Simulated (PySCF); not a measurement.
Isomers of C5H6F3NO. Level of theory: PySCF 2.14.0, PBE0-D3(BJ)/def2-SVP geometry optimisation, gas phase. Energies are electronic, without zero-point or thermal terms, for one conformer each. No frequencies were run at this level. Point groups hold within 0.08 Å.

**Question.** Rank from lowest to highest electronic energy at this level (kJ/mol).
A. `[F:1][CH2:2]/[CH:3]=[CH:4]\[N:5]=[CH:6]\[O:7][CH:8]([F:9])[F:10]` with F1–C2–C3–C4 135°, C3–C4–N5–C6 174°, N5–C6–O7–C8 -2°, C6–O7–C8–F9 -162°
B. `[CH3:1][NH:2][C:3](=[O:4])/[CH:5]=[CH:6]\[C:7]([F:8])([F:9])[F:10]` with C1–N2–C3–O4 5°, N2–C3–C5–C6 49°

**Answer.** B (0.0), A (124.4).

As drawn, the lower has a C=O bond, an N–H bond and a C(=O)–N unit, which the higher lacks; the higher has a C=N bond, which the lower lacks.

```tsv
SMILES	E (Eh)	E rel (kJ/mol)	dipole (D)	point group	A, B, C (MHz)
CNC(=O)/C=C\C(F)(F)F	-622.54699	0.0	2.55	C1	2352, 887.7, 760.5
FC/C=C\N=C\OC(F)F	-622.49961	124.4	2.30	C1	2532, 534.2, 471.2
```
